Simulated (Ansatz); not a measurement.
C2H5FGe can be A, `[F][GeH]1[CH2][CH2]1`, or B, `F[CH]1[CH2][GeH2]1`.

Computed with Ansatz on PBE0-D4/def2-TZVP structures; ΔE is electronic, products minus reactants. CCSD(T)/CBS is the MP2 limit (def2-TZVPP, def2-QZVPP) plus CCSD(T) − MP2 in def2-TZVPP, frozen cores. Functionals use def2-TZVPP. B3LYP here is the variant with VWN-RPA as its local correlation; programs differ in this. For Ge outer-core shells are correlated without core-valence functions, which leaves a few kJ/mol of doubt a bond. Scalar relativity is left out up to krypton.

(1) Which isomer does CCSD(T)/CBS put lower? Give the gap. (Estimate.)

(2) Give E(B) − E(A) in kJ/mol with B3LYP, HF/def2-TZVPP, CCSD(T)/def2-TZVPP, PBE0-D4, CCSD/def2-TZVPP, r2SCAN-D4, MP2/def2-TZVPP. (An estimate is asked.)

Largest T1 diagnostic: 0.012.

Results:

(1) Computed: A, by 137.3 kJ/mol.

(2) The calculation gave: B3LYP 130.2, HF/def2-TZVPP 144.6, CCSD(T)/def2-TZVPP 137.7, PBE0-D4 128.0, CCSD/def2-TZVPP 139.2, r2SCAN-D4 131.0, MP2/def2-TZVPP 146.8. None reverses the order clearly.

From PBE to PBE0 (25 % exact exchange), in def2-TZVPP and without D4, E(B) − E(A) moves by +5.3 kJ/mol.
